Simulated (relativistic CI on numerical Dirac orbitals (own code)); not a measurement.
What each ingredient does to the levels of Os58+

Base calculation: Dirac-Coulomb-Breit CI, KLI orbitals optimised for each configuration, a model potential for QED, unscaled Slater integrals.

Configuration list (outside the closed core [Ne]): 3s2 3p6, 3s2 3p5 3d, 3s 3p6 3d, 3s2 3p5 4s, 3s2 3p5 4p, 3s2 3p5 4d, 3s 3p6 4s, 3s2 3p5 4f, 3p6 3d2, 3p5 3d3, 3p5 3d2 4s, 3p5 3d2 4p, 3p5 3d2 4d, 3p6 3d 4s, 3p5 3d 4s2, 3p5 3d 4s 4p, 3p5 3d 4s 4d. Double excitations out of closed p, d and f shells are left out; levels of such configurations are missing from the list, as are those of other unlisted configurations, and high levels can miss mixing partners. These lack a partner that the ground configuration has and come out too high: 3s2 3p5 4f.

Variants: (1) P86 correlation estimate; (2) QED terms removed; (3) non-relativistic limit. Shifts of the energy above 3s2 3p6 1S_0, in eV, for the lowest level and the first level of each name with at least 55 % of one term (blank where a level changes its place among those of its configuration and J or its character, or is not in the variant):

```csv
Level,Base,Δ(1),Δ(2),Δ(3)
3s2 3p6 1S_0,0.00,0.00,0.00,0.00
3s2 3p5 3d 3P°_0,245.53,+0.54,+0.94,-14.53
3s2 3p5 3d 3P°_1,257.52,+0.54,+0.93,-26.52
3s2 3p5 3d 3F°_3,261.60,+0.54,+0.94,-21.14
3s2 3p5 3d 3F°_4,342.72,+0.54,+0.72,-102.26
3s2 3p5 3d 3D°_3,360.28,+0.54,+0.72,
3s2 3p5 3d 3F°_2,649.80,+0.54,+0.57,
3s 3p6 3d 3D_1,879.47,+0.77,+5.55,-443.42
3s 3p6 3d 3D_2,886.58,+0.77,+5.55,-450.54
3s 3p6 3d 3D_3,968.04,+0.77,+5.33,-532.00
3s 3p6 3d 1D_2,982.80,+0.77,+5.34,-528.31
3p6 3d2 3F_2,1776.63,+1.40,+11.12,-891.51
3p6 3d2 3P_0,1802.34,+1.40,+11.12,-901.67
3p6 3d2 3F_3,1861.08,+1.40,+10.90,-975.96
```

At this charge energies of transitions that change n are usually good to better than 1 %, and those within a shell (Δn = 0) to a few per cent.

Ionisation energy from the two ground configurations alone: base 6114.71 eV; P86 correlation estimate 6117 eV. The NIST ASD value (theoretical) is 6115 eV.

LS names give the leading component of a level, which can be under half, so a name can repeat, a term be missing and a line seem to break the LS rules.
